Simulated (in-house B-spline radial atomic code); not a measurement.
Configurations of Co II (Co+), with energies counted from [Ar] 3d8. All numbers are computed (scalar-relativistic (X2C) Hartree-Fock with fractional occupations, spin-polarised, spherical fractional occupations; Fermi nucleus of rms radius 3.7875 fm) with a radial B-spline atomic code at the basis-set limit, not measured. Shells without spins written out take the highest spin.

Caution: exact exchange at fractional occupations of open shells leaves self-interaction of up to several eV.

Occupations are held fixed; configurations that lie above the ionisation limit could autoionise.

```
                                              configuration  E - E(ref) (eV)  highest orbital  its <r> (bohr)
                                               [Ar] 3d7 4s1         -0.53966          3d down           1.255
                 [Ne] 3s2 3p(3 up, 2 down) 3d(5 up, 4 down)           67.497          3d down           1.243
                                       [Ne] 3s2 3p5 3d8 4s1           70.763          3d down            1.17
[Ne] 3s2 3p(3 up, 2 down) 3d(4 up, 4 down) 4s(0 up, 1 down)           81.258          4s down           2.709
                                       [Ne] 3s2 3p5 3d8 4d1           82.422            4d up           6.626
[Ne] 3s2 3p(2 up, 3 down) 3d(4 up, 4 down) 4p(0 up, 1 down)           88.309          4p down           3.766
```

(1) Order these further configurations by energy, lowest first.
A. [Ne] 3s2 3p5 3d8 4p1
B. [Ar] 3d(4 up, 3 down) 4s(1 up, 0 down)
C. [Ar] 3d7 4f1
D. [Ar] 3d7 4p1
E. [Ar] 3d7 4d1

(2) How far above the reference does [Ar] 3d(4 up, 4 down) lie?

(3) How far above the reference does [Ne] 3s2 3p5 3d8 4f1 lie?

(4) Is the reference the lowest configuration at this level of theory?

Answers

(1) D (6.6124 eV), E (11.112 eV), B (12.657 eV), C (12.989 eV), A (77.928 eV).

(2) 6.7113 eV; its least bound orbital is 3d up with <r> = 1.132 bohr.

(3) 84.311 eV; its least bound orbital is 4f up with <r> = 11 bohr.

(4) No: [Ar] 3d7 4s1 lies 0.5397 eV lower with this functional.
